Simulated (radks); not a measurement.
The numbers below are computed, except where a source is named.
Sr+, configuration [Ar] 3d10 4s1 4p6 5s2 (not the ground configuration). Code: a radial shooting solver on a logarithmic mesh with Libxc functionals. Model: scalar-relativistic Kohn-Sham, AM05, spin-polarised, spherical densities, finite nucleus; open shells are filled with parallel spins first (spin-orbit coupling, left out, can overturn this in heavy ions); Fermi nuclear charge, rms radius 4.224 fm. Some entries of the table are withheld. Estimate them.

orbital,occ.,eigenvalue (hartree),<r^2> (bohr^2)
1s up,1,-585.4073,0.002071
1s down,1,-585.4006,0.002071
2s up,1,-79.76537,0.03515
2s down,1,-79.76071,0.03515
2p up,3,-70.97614,0.02769
2p down,3,-70.97135,0.02769
3s up,1,-12.78481,0.2786
3s down,1,-12.77749,0.2784
3p up,3,-9.94889,0.2905
3p down,3,-9.94079,0.2901
3d up,5,-5.25760,(1)
3d down,5,-5.24790,(2)
4s up,1,-1.98372,(3)
4s down,0,-1.93837,(4)
4p up,3,-1.29245,2.575
4p down,3,-1.25302,2.627
5s up,1,-0.36966,14.25
5s down,1,-0.36676,14.42

Answer. 
(1) 3d up <r^2> (bohr^2): 0.3021
(2) 3d down <r^2> (bohr^2): 0.3009
(3) 4s up <r^2> (bohr^2): 1.990
(4) 4s down <r^2> (bohr^2): 2.011
